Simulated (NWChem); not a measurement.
silanone (SiH$_{2}$O); SMILES [SiH2]=O

```xyz
4

Si     0.0000     0.0000    -0.4472
O      0.0000     0.0000     1.1052
H      0.0000    -1.2480    -1.2907
H      0.0000     1.2480    -1.2907
```
Atoms are numbered in this order, from 1.

Program: NWChem. All runs use the structure optimised with PBE-D3(BJ)/def2-SVP. Vertical excitations in the gas phase.

### Question
What does the run give for B3LYP/def2-SVP, TDA? Quantities: lowest excitation, singlet (eV); oscillator strength of that lowest state; lowest state with f > 0.02, singlet (eV); orbital gap (eV).

### Answer
| Item | Value |
|---|---|
| lowest excitation, singlet (eV) | 3.91 |
| oscillator strength of that lowest state | 0.000 |
| lowest state with f > 0.02, singlet (eV) | 6.38 |
| orbital gap (eV) | 5.54 |
